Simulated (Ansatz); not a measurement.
`F[BH][GaH][F]`. Charge 0, multiplicity 1.

```xyz
6

F     0.288   -1.005   -1.849
B    -0.004    0.068   -1.139
Ga    0.160    0.003    0.972
F    -1.396   -0.291    1.761
H    -0.358    1.036   -1.761
H     1.311    0.190    2.015
```

Question: List the harmonic frequencies (cm⁻¹, unscaled) at PBE0-D4/def2-TZVP in Ansatz. (An estimate is asked.)

Answer: Ansatz gave: 50, 130, 203, 416, 543, 608, 661, 762, 1108, 1306, 1985, 2572.

Question: Is this a minimum?

Answer: Yes, all 12 modes are real.

Question: Give the ideal-gas thermochemistry at 298.15 K and 1 bar (rigid rotor, harmonic oscillator; point group C1, symmetry number 1).

Answer: Zero-point energy 61.9 kJ/mol; H(298) − E = 79.6 kJ/mol; entropy 330.0 J/(mol·K), of which translation 168.6, rotation 109.2, vibration 52.1; G(298) − E = -18.8 kJ/mol. Modes under 100 cm⁻¹ are hindered rotations or soft bends, so the harmonic entropy is rough.
